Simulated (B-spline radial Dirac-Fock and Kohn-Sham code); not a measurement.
# Ag 3d5/2: cross section and angular parameters

System: the Ag atom, [Kr] 4d10 5s1; threshold 368.3 eV (tabulated edge). Calculated with a radial atomic solver, using Dirac-Hartree-Slater photoionisation with a Latter tail; cross sections with all multipoles, angular parameters from the dipole term and its interference with E2.

For linearly polarised light dσ/dΩ = σ/(4π) [1 + β P₂(cos θ) + (δ + γ cos²θ) sin θ cos φ], with θ from the polarisation vector and φ the angle between the beam and the projection of the electron momentum on the plane normal to the polarisation.

```
hν (eV)  σ (kb)      β       γ      δ
    486    2060  0.433  -0.042  0.004
    573    1550  0.697  -0.057  0.011
    660    1170  0.876  -0.049  0.018
    936     511  1.131   0.043  0.035
   1000     430  1.158   0.069  0.038
   1240     240  1.210   0.171  0.048
   1310     205  1.216   0.200  0.050
 1486.9     143  1.223   0.272  0.057
   1580     119  1.222   0.308  0.060
   1700    96.0  1.217   0.353  0.065
   1890    69.6  1.205   0.421  0.071
   2270    39.3  1.171   0.541  0.085
   2680    23.0  1.129   0.653  0.099
 2984.4    16.2  1.097   0.727  0.110
   3320    11.3  1.062   0.800  0.122
   6000    1.39  0.844   1.191  0.220
   6110    1.30  0.837   1.203  0.224
   8280   0.414  0.721   1.381  0.300
 9251.7       ?      ?       ?      ?
  10900   0.142  0.619   1.521  0.386
```

Q: Give the values at Ga Kα (9251.7 eV).

A: σ = 0.270 kb, β = 0.679, γ = 1.440, δ = 0.332.
